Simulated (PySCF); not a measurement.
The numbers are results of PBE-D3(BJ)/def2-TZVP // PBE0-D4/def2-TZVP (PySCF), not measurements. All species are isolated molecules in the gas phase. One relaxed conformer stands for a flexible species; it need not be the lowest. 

Reference species (SMILES): `[SiH3]Cl` (neutral, multiplicity 1).

| Item | Result |
|---|---|
| S1 oscillator strength | 0.008 |
| HOMO | -7.65 eV |
| HOMO–LUMO gap | 6.69 eV |

Changed species: `OB(O)[SiH2]Cl` (X = borono; the reference has X = H).

Problem. What does the change do to the S1 oscillator strength, HOMO and HOMO–LUMO gap?

Solution. the S1 oscillator strength is nearly the same; the HOMO rises by 0.80 eV, to -6.85 eV; the HOMO–LUMO gap falls by 1.26 eV, to 5.43 eV.
